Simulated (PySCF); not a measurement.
BF₂H₃O₂Si, SMILES OB(O)[SiH](F)F.

Geometry: B3LYP-D3(BJ)/def2-SVP. The structure was generated by enumeration, and PubChem lists no compound with its InChIKey, so it may never have been made. The values are those of a single conformer.

Two levels are set side by side: TDA-PBE/def2-SVPD (PySCF) and TDA-M06-2X/def2-SVPD (PySCF). Vertical, same geometry. The lowest singlet is HOMO→LUMO 97 % with PBE and HOMO→LUMO 95 % with the other functional; states are paired by order. Differences are taken from unrounded values.

| quantity | TDA-M06-2X |
|---|---|
| lowest singlet excitation (eV) | 6.53 |
| lowest triplet excitation (TDA) (eV) | 5.56 |
| first bright state (f over 0.05) (eV) | 8.71 |
| its oscillator strength | 0.09 |

Q: What does TDA-PBE give, and how far is it from TDA-M06-2X? (An estimate is asked for; the answer gives what the named calculation found.)

A: 
| quantity | TDA-PBE | TDA-PBE minus TDA-M06-2X |
|---|---|---|
| lowest singlet excitation (eV) | 5.91 | -0.62 |
| lowest triplet excitation (TDA) (eV) | 4.92 | -0.63 |
| first bright state (f over 0.05) (eV) | 7.35 | -1.36 |
| its oscillator strength | 0.06 | -0.03 |

A lower first singlet is the usual sign of a functional without exact exchange. Differences between two approximate levels are no errors against the true value.

Rough cost on one machine, each run with all the roots and properties that it gave: TDA-M06-2X against TDA-PBE about 8 times.
